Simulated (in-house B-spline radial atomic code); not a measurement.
The numbers below are computed, except where a source is named.
Correlation energy from the adiabatic connection: −V exp(−r²/w²), V = 1.62, w = 7.27

Two electrons in a singlet, external potential −V exp(−r²/w²), V = 1.62, w = 7.27 (atomic units). Full CI in B-splines (partial waves to l = 8, correlation up to 0.6 % small) with the density held fixed gives W(λ) = <V_ee>_λ − U, and E_c is the integral of W(λ) − W(0) from 0 to 1.

```tsv
λ	W(λ) − W(0) (hartree)
0	0.00000
0.02	-0.00198
0.05	-0.00486
0.12	-0.01110
0.25	-0.02121
0.4	-0.03089
0.6	-0.04130
0.8	-0.04959
1	-0.05633
```

**Question.** Integrate the table by the trapezoid rule.

**Answer.** The strips give -0.00002, -0.00010, -0.00056, -0.00210, -0.00391, -0.00722, -0.00909, -0.01059, which sum to -0.03359 hartree. The direct value, W(1) − W(0) + T_c with T_c = 0.02260, is -0.03373; the curve is convex, so chords lie above it and the trapezoids fall short in size by 0.42 %.

**Question.** Now use only three numbers: W(0) = -0.32853, the initial slope W'(0) = -0.1006 (extrapolated from the first points) and the strong-coupling limit of the point-charge-plus-continuum model, W∞ = -0.44961. What do second-order theory and the interpolation W(λ) = W∞ + (W(0) − W∞)/√(1 + 2χλ) of Seidl, Perdew and Levy give?

**Answer.** Second order keeps the slope alone: E_c = W'(0)/2 = -0.05030, +49 % in size against -0.03373. Matching the slope fixes χ = W'(0)/(W∞ − W(0)) = -0.1006/(-0.12108) = 0.83086. Integrating, with s = √(1 + 2χ) = 1.631475, E_c = −(W(0) − W∞)(s − 1)/(s + 1) = −0.12108 × 0.631475/2.631475 = -0.02906 hartree, -13.9 % in size against the full result. At λ = 1 the formula gives W − W(0) = -0.04686 against -0.05633. Part of the miss can come from the model's W∞.
